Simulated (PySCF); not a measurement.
SMILES N[SiH2][CH2][GeH3] (CH9GeNSi), B3LYP/def2-SVP optimised geometry.

```
13

Si     0.88    -1.38     0.00
N      0.40    -2.20     1.46
C      0.20     0.37     0.00
Ge    -1.77     0.55     0.02
H      2.37    -1.38     0.00
H      0.43    -2.04    -1.28
H     -0.58    -2.34     1.67
H      0.94    -3.00     1.77
H      0.59     0.91     0.88
H      0.56     0.90    -0.90
H     -2.17     2.04     0.14
H     -2.37    -0.21     1.22
H     -2.37    -0.03    -1.28
```

Density from B3LYP/def2-TZVP run with PySCF at that geometry.

Minimum of the electron density along straight lines between bonded atoms, close to the bond critical point (lines longer than 1.1 times the sum of covalent radii, or with two minima, are not listed):

```tsv
bond	length / Å	ρ at the minimum / e bohr⁻³	∇²ρ there / e bohr⁻⁵	position (fraction from the first atom)
Si1–N2	1.740	0.129	0.52	0.40
Si1–C3	1.884	0.119	0.16	0.39
C3–Ge4	1.973	0.121	0.08	0.53
Si1–H5	1.494	0.121	0.14	0.49
Si1–H6	1.503	0.119	0.12	0.49
N2–H7	1.016	0.330	-1.55	0.73
N2–H8	1.016	0.330	-1.55	0.73
C3–H9	1.103	0.266	-0.86	0.64
C3–H10	1.104	0.264	-0.85	0.64
Ge4–H11	1.545	0.131	0.06	0.59
Ge4–H12	1.547	0.130	0.06	0.59
Ge4–H13	1.545	0.131	0.06	0.59
```
